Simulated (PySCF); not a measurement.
Geometry:
| atom | x (Å) | y (Å) | z (Å) |
| --- | --- | --- | --- |
| Ga1 | 0.638 | 1.058 | 0.023 |
| Cl2 | 2.788 | 1.119 | 0.051 |
| Cl3 | -0.246 | 3.017 | -0.032 |
| Si4 | -0.608 | -0.986 | 0.006 |
| H5 | -1.937 | -0.782 | 0.651 |
| H6 | 0.163 | -2.042 | 0.722 |
| H7 | -0.797 | -1.383 | -1.422 |

- GIAO B3LYP/pcSseg-1 (pcSseg-2 on Ga) shieldings
- coordinates at the PBE0-D3(BJ)/def2-SVP level
- run in PySCF
- single conformer, fast rotation and ring inversion assumed for equivalent nuclei, no solvent model, relativity neglected

δ = σ(ref) − σ, references computed at the same level: ¹H (31.38 ppm), ²⁹Si (337.86 ppm) against TMS; ⁷¹Ga (1798.95 ppm) against [Ga(H2O)6]3+; ³⁵Cl (930.46 ppm) against HCl.

| atoms | nucleus | count | δ (ppm) |
| --- | --- | --- | --- |
| H5/H6/H7 | ¹H | 3 | 3.62 |
| Ga1 | ⁷¹Ga | 1 | ? |
| Cl2/Cl3 | ³⁵Cl | 2 | ? |
| Si4 | ²⁹Si | 1 | -105.0 |

Question: Estimate the values marked ?.

Answer: 
- Ga1: 539 ppm, Ga bonded to 2 Cl, Si
- Cl2/Cl3: 196 ppm, chlorine bonded to Ga

Relativistic effects, spin–orbit coupling among them, are left out; they matter for Ga and for the light atoms bonded to it.
